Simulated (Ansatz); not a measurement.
Cost and result up the ladder for GeBrMe3 (C₃H₉BrGe) (14 atoms). The state is a singlet with charge 0. Geometry: r2SCAN-D4/def2-SVP.

```xyz
14

Ge    0.110    0.214   -0.290
Br    0.794    1.550   -2.093
C    -0.588    1.428    1.064
H     0.187    2.146    1.369
H    -0.910    0.856    1.949
H    -1.449    1.987    0.670
C     1.692   -0.741    0.321
H     2.096   -1.369   -0.487
H     1.433   -1.386    1.176
H     2.471   -0.031    0.637
C    -1.258   -0.987   -0.980
H    -0.845   -1.620   -1.778
H    -2.102   -0.412   -1.389
H    -1.630   -1.635   -0.169
```

Ansatz on 4 threads of Intel Xeon on a shared host. Times are rough, and most runs start from the orbitals of an earlier one. ωB97M-V/def2-TZVP serves as the yardstick here, not as an exact answer. Differences are given only for rows in sets of like size (and for xTB, whose basis is part of the method), since another set adds its own error. Binding counts from free atoms at the same level (Ge triplet, Br doublet, C triplet, H doublet; other spins of the atoms weren't run), without zero-point energy or a counterpoise term.

The 6-31G sets use Cartesian d functions. B3LYP takes the VWN-RPA correlation. Correlated methods freeze 21 core orbitals; core or outer-core shells of Ge, Br are correlated, in sets that lack core-valence functions. The rows differ in basis, and correlated rows in double-zeta sets carry the largest basis error.

Correlated methods converge slowly with the basis, most of all in double-zeta sets.

| level | functions | wall time |
| --- | --- | --- |
| HF/6-31G | 103 | 1.6 s |
| B3LYP-D4/6-31G | 103 | 2.1 s |
| PBE-D4/def2-SVP | 151 | 2.6 s |
| PBE-D4/def2-TZVP (with forces) | 243 | 4.1 s |
| PBE0-D4/def2-SVP | 151 | 4.1 s |
| r2SCAN-D4/def2-TZVP | 243 | 4.9 s |
| r2SCANh-D4/def2-TZVP | 243 | 6 s |
| PBE0-D4/def2-TZVP | 243 | 6.5 s |
| CAM-B3LYP-D4/def2-TZVP | 243 | 6.5 s |
| MP2/def2-TZVP | 243 | 6.5 s |
| ωB97M-V/def2-TZVP | 243 | 11 s |
| CCSD(T)/def2-SVP | 151 | 37 s |

(1) Estimate what each level gives for the binding energy per atom (eV).

Answers

(1) 
| level | binding energy per atom (eV) | difference from ωB97M-V/def2-TZVP (eV) |
| --- | --- | --- |
| HF/6-31G | 2.73 | – |
| B3LYP-D4/6-31G | 3.69 | – |
| PBE-D4/def2-SVP | 3.78 | – |
| PBE-D4/def2-TZVP (with forces) | 3.77 | 0.04 |
| PBE0-D4/def2-SVP | 3.76 | – |
| r2SCAN-D4/def2-TZVP | 3.74 | 0.02 |
| r2SCANh-D4/def2-TZVP | 3.73 | 0.01 |
| PBE0-D4/def2-TZVP | 3.74 | 0.02 |
| CAM-B3LYP-D4/def2-TZVP | 3.73 | 0.01 |
| MP2/def2-TZVP | 3.65 | -0.08 |
| ωB97M-V/def2-TZVP | 3.72 | 0.00 |
| CCSD(T)/def2-SVP | 3.56 | – |
